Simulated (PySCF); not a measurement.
AlF3, charge +1, doublet, at a GFN2-xTB geometry (such geometries of metal compounds can be far from the true shape) (a state made from the parent by changing its charge; the spin is typed, not shown lowest), with bond 4-1 at 1.6 times its length; PySCF with PBE0/cc-pVDZ.

Input for PySCF:
```python
from pyscf import gto, scf, dft

mol = gto.M(
    atom='''
Al   -0.000000    0.000000    0.000000
F    -1.404328   -0.874087    0.041043
F     0.004903    1.528487   -0.633683
F     2.239080   -1.047039    0.948224
''',
    basis='cc-pvdz',
    charge=1,
    spin=1,
    verbose=4,
)

mf = dft.UKS(mol)
mf.xc = 'pbe0'
mf.diis_space = 12
mf.kernel()
```

Output, abridged:

```
PySCF version 2.14.0

[INPUT] verbose = 4
[INPUT] num. atoms = 4
[INPUT] num. electrons = 39
[INPUT] charge = 1
[INPUT] spin (= nelec alpha-beta = 2S) = 1
[INPUT] symmetry False subgroup None
[INPUT] Mole.unit = angstrom
[INPUT] Symbol           X                Y                Z      unit          X                Y                Z       unit  Magmom
[INPUT]  1 Al     0.000000000000   0.000000000000   0.000000000000 AA    0.000000000000   0.000000000000   0.000000000000 Bohr   0.0
[INPUT]  2 F     -1.404328000000  -0.874087000000   0.041043000000 AA   -2.653795309058  -1.651785039043   0.077560029331 Bohr   0.0
[INPUT]  3 F      0.004903000000   1.528487000000  -0.633683000000 AA    0.009265327189   2.888421814958  -1.197487319793 Bohr   0.0
[INPUT]  4 F      2.239080000000  -1.047039000000   0.948224000000 AA    4.231247970991  -1.978616951738   1.791883664740 Bohr   0.0

nuclear repulsion = 135.986742917723
number of shells = 20
number of NR pGTOs = 119
number of NR cGTOs = 60
basis = cc-pvdz
ecp = {}

******** <class 'pyscf.dft.uks.UKS'> ********
method = UKS
initial guess = minao
damping factor = 0
level_shift factor = 0
DIIS = <class 'pyscf.scf.diis.CDIIS'>
diis_start_cycle = 1
diis_space = 12
diis_damp = 0
SCF conv_tol = 1e-09
SCF conv_tol_grad = None
SCF max_cycles = 50
direct_scf = True
direct_scf_tol = 1e-13
number electrons alpha = 20  beta = 19
XC library pyscf.dft.libxc version 7.1.2
    S. Lehtola, C. Steigemann, M. J. T. Oliveira, and M. A. L. Marques,  SoftwareX 7, 1–5 (2018)
XC functionals = pbe0
    C. Adamo and V. Barone,  J. Chem. Phys. 110, 6158 (1999)
    M. Ernzerhof and G. E. Scuseria,  J. Chem. Phys. 110, 5029 (1999)
radial grids:
    Treutler-Ahlrichs [JCP 102, 346 (1995); DOI:10.1063/1.469408] (M4) radial grids

becke partition: Becke, JCP 88, 2547 (1988); DOI:10.1063/1.454033
pruning grids: <function nwchem_prune>
grids dens level: 3
symmetrized grids: False
atomic radii adjust function: <function treutler_atomic_radii_adjust>
small_rho_cutoff = 0
Set gradient conv threshold to 3.16228e-05
tot grids = 61968
init E= -541.486844713163

cycle= 1 E= -541.054295445662  delta_E= 0.433  |g|= 0.606  |ddm|=  1.2

cycle= 2 E= -539.560310275924  delta_E= 1.49  |g|= 1.88  |ddm|= 1.59
cycle= 3 E= -541.162606964898  delta_E= -1.6  |g|= 0.333  |ddm|=  1.3
cycle= 4 E= -541.207588854641  delta_E= -0.045  |g|= 0.083  |ddm|= 0.211
cycle= 5 E= -541.211276162788  delta_E= -0.00369  |g|= 0.0138  |ddm|= 0.0677
cycle= 6 E= -541.211400622186  delta_E= -0.000124  |g|= 0.00214  |ddm|= 0.0153
cycle= 7 E= -541.211404427731  delta_E= -3.81e-06  |g|= 0.000505  |ddm|= 0.00313
cycle= 8 E= -541.211404687375  delta_E= -2.6e-07  |g|= 0.000184  |ddm|= 0.000757
cycle= 9 E= -541.211404718746  delta_E= -3.14e-08  |g|= 8.37e-05  |ddm|= 0.000279
cycle= 10 E= -541.211404722257  delta_E= -3.51e-09  |g|= 6.13e-05  |ddm|= 9.99e-05
cycle= 11 E= -541.211404724412  delta_E= -2.15e-09  |g|= 1.1e-05  |ddm|= 6.35e-05
cycle= 12 E= -541.211404724868  delta_E= -4.56e-10  |g|= 6.9e-06  |ddm|= 3.93e-05
Extra cycle  E= -541.211404725096  delta_E= -2.28e-10  |g|= 7.18e-06  |ddm|= 2.24e-05
converged SCF energy = -541.211404725096  <S^2> = 0.75213128  2S+1 = 2.0021301
```
